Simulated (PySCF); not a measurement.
**Ge: ionisation energy**

Ge [Ar] 3d10 4s2 4p2 (3P) → Ge+ [Ar] 3d10 4s2 4p1 (2P), as a difference of total energies. All numbers are calculated (PySCF 2.14, the non-relativistic Hamiltonian (point nucleus), in def2-TZVP (6s5p4d1f, 48 functions)). Correlated levels: valence: [Ar] 3d10 frozen. The calculations carry no spin-orbit coupling.

| method | ionisation energy (eV) | difference from reference (eV) |
| --- | --- | --- |
| UHF | 7.439 | -0.486 |
| PBE0 | 7.942 | +0.017 |
| M06-2X | 7.744 | -0.181 |
| MP2 (valence) | 7.781 | -0.144 |
| SCS-MP2 (valence) | 7.708 | -0.217 |
| CCSD (valence) | 7.808 | -0.117 |
| CCSD(T) (valence) | 7.835 | -0.090 |

Reference: 7.925 eV (measured; NIST levels, between the centres of gravity of the two terms).

These non-relativistic numbers lack the scalar-relativistic shift.

Errors of the correlated levels include the incompleteness of this basis and the frozen core.
